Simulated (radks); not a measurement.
Pb13+, 69 electrons, occupied as [Xe] 4f14 5d1. Method: scalar-relativistic Kohn-Sham, SCAN, spin-polarised, spherical densities, finite nucleus; open shells are filled with parallel spins first (spin-orbit coupling, left out, can overturn this in heavy ions); meta-GGA in the generalised Kohn-Sham scheme; Fermi nuclear charge, rms radius 5.5012 fm; computed with a radial shooting solver on a logarithmic mesh with Libxc functionals.

Normalised radial functions P(r) = r R(r), r in bohr:

r,4f up,5d up
0.00108,0.0000,0.0000
0.001429,0.0000,0.0000
0.001905,0.0000,0.0001
0.002521,0.0000,0.0002
0.003362,0.0000,0.0004
0.004449,0.0000,0.0008
0.005934,0.0000,0.0017
0.007851,0.0001,0.0035
0.01047,0.0002,0.0073
0.01385,0.0006,0.0149
0.01848,0.0016,0.0301
0.02445,0.0044,0.0575
0.03261,0.0116,0.1067
0.04315,0.0287,0.1818
0.05755,0.0691,0.2861
0.07614,0.1521,0.3905
0.1016,0.3136,0.4377
0.1344,0.5719,0.3360
0.1792,0.9319,0.0255
0.2371,1.2969,-0.3866
0.3163,1.5292,-0.6373
0.4185,1.4829,-0.4370
0.5582,1.1573,0.2148
0.7385,0.7199,0.8916
0.985,0.3279,1.1612
1.303,0.1054,0.8780
1.738,0.0192,0.3861
2.3,0.0018,0.0939
3.068,0.0001,0.0098
4.059,0.0000,0.0004

4f up: eigenvalue -376.06 eV, 0 radial nodes, <r> = 0.447 bohr, 90 % of the charge inside 0.705 bohr. 5d up: eigenvalue -233.83 eV, 2 radial nodes at r = 0.182, 0.514 bohr, <r> = 1.04 bohr, 90 % of the charge inside 1.48 bohr.

Empty levels of this run are not shown, since the potential may be unsettled where no density lies.
